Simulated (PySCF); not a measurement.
Species: C₇H₁₂O.
Z-matrix (Å and degrees, GFN2-xTB geometry), rows numbered from 1:
```
C 
C   1  1.3194
C   2  1.4956  1  124.41
C   3  1.5360  2  110.82  1  -128.11
C   4  1.5382  3  103.23  2   -87.98
O   5  1.4162  4  107.71  3   -13.31
C   6  1.4162  5  109.05  4   -11.66
C   7  1.5195  3  115.32  2   -41.88
H   1  1.0781  2  121.77  3    -0.32
H   1  1.0769  2  122.06  3   179.47
H   2  1.0817  1  120.63  3  -179.82
H   3  1.0914  2  110.13  1    -3.32
H   4  1.0902  3  110.14  2   154.01
H   4  1.0883  3  112.23  2    32.82
H   5  1.0975  4  111.32  3  -133.64
H   5  1.0949  4  112.15  3   104.91
H   7  1.1052  3  108.22  2  -164.42
H   8  1.0866  7  109.80  3   -62.03
H   8  1.0863  7  109.51  3   177.96
H   8  1.0860  7  110.37  3    58.39
```

Vertical excitations from PySCF (density fitting, frozen core in the response, grid level 2 and gas phase unless stated; continuum runs use non-equilibrium linear response for the excitations) on a GFN2-xTB geometry. Reference run:

```tsv
settings	S1, eV (f)	S2, eV (f)	S3, eV (f)	S4, eV (f)	S5, eV (f)	S6, eV (f)	T1, eV (Tamm–Dancoff)	mean α (au)
PBE0/def2-SVPD, full TDDFT, 6 singlets	6.39 (0.051)	6.72 (0.020)	7.15 (0.004)	7.25 (0.048)	7.44 (0.303)	7.47 (0.019)	4.45	85.5
```

What do these settings give: mPW1PW91/def2-SVP, damping 0.3 at the start, DIIS from the seventh cycle, fitting basis def2-universal-jkfit, full TDDFT, 25 singlets?

```csv
settings,"S1, eV (f)","S2, eV (f)","S3, eV (f)","S4, eV (f)","S5, eV (f)","S6, eV (f)","T1, eV (Tamm–Dancoff)",mean α (au)
"mPW1PW91/def2-SVP, damping 0.3 at the start, DIIS from the seventh cycle, fitting basis def2-universal-jkfit, full TDDFT, 25 singlets",6.50 (0.046),7.52 (0.043),7.70 (0.337),7.96 (0.002),8.01 (0.013),8.25 (0.014),4.44,75.3
```

S1 moves by +0.11 eV; functional and basis change together, so the shift can't be laid on one. States are counted by energy in each run and needn't keep their character from row to row.

Give the leading configurations of S1 (H = HOMO, L = LUMO) and the HOMO–LUMO gap of each run.

```json
{"settings": "PBE0/def2-SVPD, full TDDFT, 6 singlets", "S1 configurations (weight)": "H→L 0.89, H−1→L 0.09", "S1 (eV)": "6.39", "orbital gap (eV)": "7.35", "S1 − gap (eV)": "-0.96"}
{"settings": "mPW1PW91/def2-SVP, damping 0.3 at the start, DIIS from the seventh cycle, fitting basis def2-universal-jkfit, full TDDFT, 25 singlets", "S1 configurations (weight)": "H→L 0.91, H−1→L 0.08", "S1 (eV)": "6.50", "orbital gap (eV)": "7.47", "S1 − gap (eV)": "-0.97"}
```

One conformer stands for the species.
